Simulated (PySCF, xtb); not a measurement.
C3H8O2Si, SMILES C=C[Si@@H](O)OC. The values are those of a single conformer.

Harmonic wavenumbers (cm⁻¹) from GFN2-xTB in xtb at its own minimum, in rising order: 54, 85, 89, 118, 167, 231, 258, 318, 366, 501, 643, 692, 707, 785, 812, 886, 924, 1013, 1039, 1132, 1134, 1154, 1286, 1412, 1418, 1482, 1491, 1678, 2296, 2945, 2958, 2983, 3030, 3068, 3115, 3658.

### Question
What does PBE0-D3(BJ)/def2-SVP run with PySCF give at its own minimum? (Estimate from the structure and the level; the computed values follow.)

### Answer
61, 79, 102, 129, 190, 247, 310, 371, 411, 537, 664, 762, 811, 855, 902, 917, 1008, 1011, 1047, 1176, 1180, 1225, 1277, 1414, 1474, 1475, 1479, 1687, 2263, 3015, 3094, 3137, 3140, 3161, 3245, 3923. Paired by order, the mean absolute difference is 55 cm⁻¹ and the zero-point energies are 65.7 and 68.3 kcal/mol.
